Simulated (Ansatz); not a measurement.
`CB1O[SiH2]1` + `NB1C=N1` → `NB1O[SiH2]1` + `CB1C=N1` at 298.15 K and 1 bar (redistribution).

Gas-phase electronic energies from Ansatz, PBE0-D4/def2-TZVP geometries. CCSD(T)/CBS adds triple-zeta CCSD(T) − MP2 to the extrapolated MP2 energy (def2 sets, frozen cores). Each species was taken in one conformer, which may not be the lowest.

| species | CCSD(T)/CBS energy (Eh) | H − E (kJ/mol) | S (J/(mol·K)) |
| --- | --- | --- | --- |
| `CB1O[SiH2]1` | -430.13804 | 177.4 | 308.3 |
| `NB1C=N1` | -174.04950 | 144.8 | 272.6 |
| `NB1O[SiH2]1` | -446.22148 | 151.7 | 293.3 |
| `CB1C=N1` | -157.97004 | 170.6 | 294.5 |

H − E and S are ideal-gas, rigid-rotor, harmonic terms from PBE0-D4/def2-TZVP, for one conformer and one mirror image of each species. 1 Eh = 2625.50 kJ/mol, R = 8.31446 J/(mol·K).

**Question.** By hand: ΔE, ΔH, ΔS and ΔG.

**Answer.** ΔE = (-446.22148) + (-157.97004) − (-430.13804) − (-174.04950) = -0.00398 Eh = -10.4 kJ/mol. Δ(H − E) = 151.7 + 170.6 − 177.4 − 144.8 = 0.1, so ΔH = -10.3 kJ/mol. ΔS = 293.3 + 294.5 − 308.3 − 272.6 = 6.9 J/(mol·K). ΔG = -10.3 − 298.15 × (6.9)/1000 = -12.4 kJ/mol.

**Question.** By hand: the equilibrium constant, and the temperature at which ΔG would vanish if ΔH and ΔS stayed fixed.

**Answer.** log₁₀ K = −ΔG/(RT ln 10) = 2.2. ΔH and −TΔS have one sign here, so there is no such temperature.

The number of gas molecules stays the same, so ΔS is small and ΔH decides. A doubt of 5 kJ/mol in ΔE shifts log₁₀ K by 0.9 here. Other conformers and mirror images would add mixing entropy, several J/(mol·K) or more a flexible species. Modes under 60 cm⁻¹, often nearly free rotors, make the harmonic entropy too high. These are equilibria of isolated gas molecules and say nothing of rates. Largest T1 diagnostic: 0.015 (customary marks: 0.02 for closed shells, 0.045 for open ones).

ΔS is within the doubt of such terms, so its sign, and with it that verdict, could turn.
